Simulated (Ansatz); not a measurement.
Frontier orbitals of C$_{6}$H$_{15}$FGeO$_{3}$ (`CC[O][Ge]([F])([O]CC)[O]CC`).

Total charge 0; spin multiplicity 1. Correlated methods include outer-core shells of Ge, which these sets cover unevenly. Scalar relativity is left out up to krypton. Geometry: relaxed with PBE0-D4/def2-TZVP. It is one conformer, not always the lowest. Basis def2-TZVPP, the Gaussian-basis code of Ansatz.

Orbital energies of one run (eV). Highest occupied ones, from the top: -8.49, -8.56, -8.65, -9.14, -9.42, -9.94, -10.67, -10.81, -10.85, -11.04, -11.05, -11.27, -11.72, -11.86. Empty: 0.35, 1.56, 1.80, 2.19, 2.33, 2.80.

Question: Which functional gave them?
A. B97M-V
B. PBE
C. r2SCAN0
D. r2SCANh

Answer: C. HOMO energies: r2SCAN0 -8.49, r2SCANh -7.58, B97M-V -7.12, PBE -6.62 eV.
